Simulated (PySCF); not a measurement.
Problem. What does the GFN2-xTB structure of `N#CC1([SiH3])CC1` look like in three dimensions?

Solution. 
```xyz
13
C4H7NSi angstrom
N     -0.152    2.269    1.792
C     -0.119    1.367    1.085
C     -0.044    0.259    0.209
Si     1.708   -0.138   -0.409
C     -1.234    0.044   -0.701
C     -1.030   -0.862    0.460
H      2.214    1.023   -1.140
H      2.541   -0.457    0.748
H      1.576   -1.296   -1.296
H     -2.039    0.764   -0.657
H     -1.040   -0.333   -1.694
H     -0.693   -1.872    0.277
H     -1.693   -0.769    1.308
```

Orientation and origin are arbitrary. Atoms count from 1 in this order. The C–C distances run from 1.415 Å (C2–C3, drawn single) to 1.514 Å (C3–C6, drawn single), a spread of 0.099 Å. The 3-membered ring C3–C5–C6 has internal angles of 58.8° to 60.6°. Si4 (SiH3 silicon) is tetrahedral (angles from 106.2° to 111.9°).

Bonds between heavy atoms (Å): N1≡C2 1.146, C2–C3 1.415, C3–Si4 1.899, C3–C5 1.514, C5–C6 1.487, C3–C6 1.514.

The geometry is computed with GFN2-xTB (gas phase).

Point group: Cs (tolerance 0.08 Å). GFN2-xTB frequencies: not computed here.
